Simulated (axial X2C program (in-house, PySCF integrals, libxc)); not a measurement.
Outer orbitals of TaF⁻ at 1.899 Å, BP86

All values were computed with an in-house relativistic program for diatomic molecules. Spin-free means the one-electron spin-free X2C Hamiltonian; two-component (2c) means X2C with spin–orbit coupling and atomic mean-field two-electron Coulomb and Gaunt terms, so the difference of the two also holds small scalar two-electron terms. Basis: Ta dyall-acv3z [14s15p10d7f4g], F dyall-av3z [7s6p3d2f] (cores contracted in-house); Gaussian nuclei, density fitting, unrestricted open shells. Masses: Ta 180.948 u, F 18.998 u.

The distance is close to the 2c PBE0 minimum; the highest filled and lowest empty levels are listed.

Spin-free orbitals, state M_S = 3/2, Λ = 1 (beyond evenly filled blocks: π+α, δ+α, δ-α) (Löwdin shares):

| symmetry | occupied | ε (eV) | atomic character |
| --- | --- | --- | --- |
| σα | yes | -19.54 | 99% Ta f |
| π+α | yes | -19.53 | 100% Ta f |
| π-α | yes | -19.53 | 100% Ta f |
| δ-α | yes | -19.44 | 100% Ta f |
| δ+α | yes | -19.44 | 100% Ta f |
| σβ | yes | -19.39 | 99% Ta f |
| π-β | yes | -19.36 | 100% Ta f |
| π+β | yes | -19.36 | 100% Ta f |
| φ-α | yes | -19.26 | 100% Ta f |
| φ+α | yes | -19.26 | 100% Ta f |
| δ-β | yes | -19.22 | 100% Ta f |
| δ+β | yes | -19.22 | 100% Ta f |
| φ-β | yes | -18.99 | 100% Ta f |
| φ+β | yes | -18.99 | 100% Ta f |
| σα | yes | -6.54 | 84% F p, 9% Ta d, 2% Ta s |
| σβ | yes | -6.50 | 85% F p, 8% Ta d, 2% Ta s |
| π+α | yes | -5.75 | 86% F p, 8% Ta d, 3% Ta f |
| π-α | yes | -5.75 | 86% F p, 8% Ta d, 3% Ta f |
| π-β | yes | -5.68 | 87% F p, 7% Ta d, 3% Ta f |
| π+β | yes | -5.68 | 87% F p, 7% Ta d, 3% Ta f |
| σα | yes | -0.88 | 70% Ta s, 13% Ta d, 8% F p |
| σβ | yes | 0.23 | 77% Ta s, 8% Ta p, 6% F p |
| δ-α | yes | 0.87 | 99% Ta d |
| δ+α | yes | 0.87 | 99% Ta d |
| π+α | yes | 1.24 | 64% Ta d, 29% Ta p, 4% F p |
| π-α | no | 1.24 | 64% Ta d, 29% Ta p, 4% F p |
| π+α | no | 1.43 | 85% Ta p, 13% Ta d |
| π-α | no | 1.43 | 85% Ta p, 13% Ta d |
| π-β | no | 1.47 | 99% Ta p |
| π+β | no | 1.47 | 99% Ta p |

The highest filled level is positive, so this functional does not bind it, and the empty levels of an anion are set by the basis. A filled and an empty partner (Λ and −Λ, same spin) share one energy because the functional has no current term.

Spinors with spin–orbit coupling (state Ω = 1/2):

```tsv
ω	occupied	ε (eV)	atomic character	λ mixture
1/2	yes	-18.50	100% Ta f	52% σ, 48% π
-1/2	yes	-18.49	100% Ta f	61% σ, 39% π
3/2	yes	-18.47	100% Ta f	64% π, 36% δ
-3/2	yes	-18.42	100% Ta f	73% π, 27% δ
5/2	yes	-18.41	100% Ta f	78% δ, 22% φ
7/2	yes	-18.32	100% Ta f	100% φ
-5/2	yes	-18.27	100% Ta f	86% δ, 14% φ
-7/2	yes	-18.05	100% Ta f	100% φ
1/2	yes	-6.37	84% F p, 9% Ta d, 2% Ta s	100% σ
-1/2	yes	-6.35	85% F p, 8% Ta d, 2% Ta s	100% σ
-1/2	yes	-5.62	86% F p, 8% Ta d, 3% Ta f	100% π
3/2	yes	-5.57	86% F p, 8% Ta d, 3% Ta f	100% π
1/2	yes	-5.56	87% F p, 7% Ta d, 3% Ta f	100% π
-3/2	yes	-5.50	87% F p, 7% Ta d, 3% Ta f	100% π
1/2	yes	-0.71	70% Ta s, 13% Ta d, 8% F p	100% σ
-1/2	yes	0.38	77% Ta s, 8% Ta p, 6% F p	100% σ
-3/2	yes	0.83	99% Ta d	99% δ, 1% π
5/2	yes	1.26	99% Ta d	100% δ
-1/2	yes	1.28	67% Ta d, 26% Ta p, 4% F p	96% π, 4% σ
3/2	no	1.46	70% Ta p, 28% Ta d	99% π, 1% δ
-1/2	no	1.54	90% Ta p, 8% Ta d	99% π, 1% σ
1/2	no	1.57	99% Ta p	100% π, 0% σ
-3/2	no	1.57	100% Ta p	100% π
```

The highest filled level is positive, so this functional does not bind it, and the empty levels of an anion are set by the basis.

Question: How does the gap between the highest filled and lowest empty level change from the spin-free to the 2c table?

Answer: From 0.00 to 0.18 eV at BP86, a change of 0.18 eV.

Mulliken charges and populations of the two-component result (they depend on the basis, above all on diffuse functions):

Ta -0.51 e (s 11.81 p 24.35 d 23.29 f 14.04 g 0.01), F -0.49 e (s 3.97 p 5.50 d 0.02). ⟨Lz⟩ = -0.95 ħ and ⟨Sz⟩ = 1.45 ħ (1.47 and -0.02 on the two atoms), which add up to Ω.

Occupations by symmetry block were frozen at the best pattern of an incomplete PBE0 search. Density functionals use the spin component along the axis (collinear). The highest occupied level is positive at some bond lengths even in Hartree–Fock (under at least one Hamiltonian), so the basis set holds the extra electron there; where that holds at Re the anion is at best weakly bound and its constants depend on the basis. Other states lie close and PBE0, whose exact exchange favours high spin, may order them wrongly; the determinant shown need not be the ground state. The nearest other spin-free determinant of the search, M_S = 3/2, Λ = 0, lies 0.24 eV up at the distance of the search. Without a current term, density functionals place determinants with orbital angular momentum somewhat too high. With several unpaired electrons one determinant need not be a pure state. The determinant is spin-polarised beyond a pure state at some levels (its spin-free form has ⟨S²⟩ too high), which makes Re and μ there less reliable.
